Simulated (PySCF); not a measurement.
**A thermochemical cycle for CaS**

CCSD(T) in PySCF with def2-SVPD on every atom, for the lowest determinant that a PBE0 search found; no spin–orbit coupling. CaS, a singlet (closed shell), has De = 2.63 eV to neutral atoms, and CaS⁺, a doublet (π ↑), has De = 2.21 eV to Ca⁺ + S.

The adiabatic ionisation energy of CaS, between the minima, is 6.39 eV.

Which ionisation energy of the Ca atom does this level give?

IE(Ca) = IE(molecule) + De(ion) − De(neutral) = 6.39 + 2.21 − 2.63 = 5.97 eV; the measured value is 6.113 eV (NIST ASD).

Correlated steps freeze 10 core orbitals. Correlated levels converge slowly with the basis: in double zeta they bind strong bonds too weakly, by up to about 1 eV, and carry superposition errors of some tenths. For an ion De counts to the pair picked by the measured ionisation energies or electron affinities, which need not be the lowest pair at this level. Where the molecule has an RHF reference, its open-shell atoms are computed with UHF. The CCSD T1 diagnostic is raised in CaS, a sign that a single reference may not be enough there. States were picked by a PBE0 search and need not be the measured ground states.
